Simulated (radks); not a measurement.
Question: Excited configurations of Li III: one electron is placed in a higher orbital outside the bare nucleus. The ground configuration is 1s1. Calculated with a radial shooting solver on a logarithmic mesh with Libxc functionals: Dirac Kohn-Sham, PBE, spin-unpolarised, spherical densities, point nucleus; open shells fill j = l - 1/2 first. Excitation = E - E(ground); binding = E(ion) - E, where the ion is the core of charge +3; n* = 3/sqrt(2 binding) in atomic units, and the quantum defect is n - n*.

outer orbital  excitation (eV)  binding (eV)     n*  quantum defect  eigenvalue (eV)  <r> (bohr)
2p1/2                   88.575        29.647  2.032          -0.032          -24.177       1.707
3s1/2                   104.46        13.765  2.983           0.017          -11.850       4.444
3p1/2                   104.55        13.671  2.993           0.007          -11.584       4.145
4f5/2                   110.59         7.628  4.007          -0.007           -6.177       6.025
6s1/2                   114.66         3.557  5.867           0.133           -3.123       17.59
6d3/2                   114.67         3.553  5.871           0.129           -3.088       16.63
6f5/2                   114.68         3.541  5.881           0.119           -3.041       15.70
7s1/2                   115.59         2.631  6.822           0.178           -2.320       23.90

Estimate the row for 4d3/2.

Answer: excitation (eV) 110.45; binding (eV) 7.772; n* 3.969; quantum defect 0.031; eigenvalue (eV) -6.564; <r> (bohr) 6.946. The Delta-SCF ionisation energy is 118.22 eV (NIST Atomic Spectra Database: 122.45 eV, theoretical). Self-interaction in the functional shifts the binding energies and quantum defects, so they are the method's values and not measured ones. Spin polarisation and multiplet splitting are left out, so open shells lie too high by an amount that depends on their filling.

Beside tabulated values, note that spin-unpolarised runs miss the spin-polarisation part of the exchange energy of open shells.
